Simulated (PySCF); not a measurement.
C₇H₁₂OSSi.
Numbering: `[CH2:1]=[CH:2][Si:3]1([S:4][CH2:5][C:6]([CH3:7])=[O:8])[CH2:9][CH2:10]1`

Structure used (GFN2-xTB), in Å, numbered top down from 1:
```
atom  x, y, z in Å
C1    -2.4671    0.8972   -1.5039
C2    -2.1582   -0.1703   -0.7835
Si3   -0.9332   -0.1668    0.6273
S4     0.2425    1.6324    0.8382
C5     1.1466    1.5174   -0.7623
C6     1.6192    0.1056   -0.8515
C7     3.0964   -0.1294   -0.8054
O8     0.8008   -0.8014   -0.8637
C9    -0.5068   -1.6353    1.7305
C10   -1.5593   -0.7091    2.3349
H11   -3.1731    0.8600   -2.3190
H12   -2.0328    1.8639   -1.3033
H13   -2.6289   -1.1162   -1.0115
H14    1.9481    2.2501   -0.7391
H15    0.4300    1.7463   -1.5510
H16    3.5865    0.3982   -1.6213
H17    3.3128   -1.1925   -0.8669
H18    3.4856    0.2690    0.1312
H19    0.4450   -1.6756    2.2387
H20   -0.8456   -2.6147    1.4328
H21   -1.2671   -0.1846    3.2318
H22   -2.5518   -1.1246    2.4164
```

Definitions: NICS(0) = −σiso at the ring centroid; NICS(1) = −σiso and NICS(1)zz = −σzz at ±1 Å along the ring normal z. Level: GIAO PBE0/pcSseg-1 (PySCF, non-relativistic, gas phase) on the GFN2-xTB geometry, one conformer.

Ring bond lengths (Å), with Mayer bond orders in brackets: Si3–C9 1.886 (0.93), C9–C10 1.527 (0.89), C10–Si3 1.898 (0.90).

Question: Give the NICS values of each ring in ppm.

Answer: 
```tsv
ring	type	NICS(0)	NICS(1), two faces	NICS(1)zz, two faces	rms pucker (Å)	centre to ring atoms, mean (Å)
Si3–C9–C10	3-membered ring with Si; formal bonds all single	-21.0	-5.8 / -6.5	-11.7 / -10.2	0.00	1.02
```

Question: What do they say, and how far can they be read as aromaticity?

Answer: 
- Si3–C9–C10: mean NICS(1)zz -11.0 ppm, shielded. Si3, C9, C10 have four or more neighbours, so the value isn't read as a sign of a π ring current. NICS(0) lies 15 ppm below the mean NICS(1).

Question: How shielded are the nuclei of the rings and their hydrogens (means over atoms taken as equivalent)?

Answer: 
| atoms | environment | σ isotropic (ppm) | principal values of the symmetric part, first atom (ppm) |
| --- | --- | --- | --- |
| Si3 | four-coordinate silicon | 437.5 | 270.1, 360.3, 682.0 |
| C9 (×2) | sp3 carbon bound to silicon | 185.4 | 161.9, 180.2, 205.8 |
| H19 (×2) | methylene hydrogen | 31.26 | 27.2, 28.0, 39.0 |
| H20 (×2) | methylene hydrogen | 30.91 | 26.0, 27.3, 38.6 |
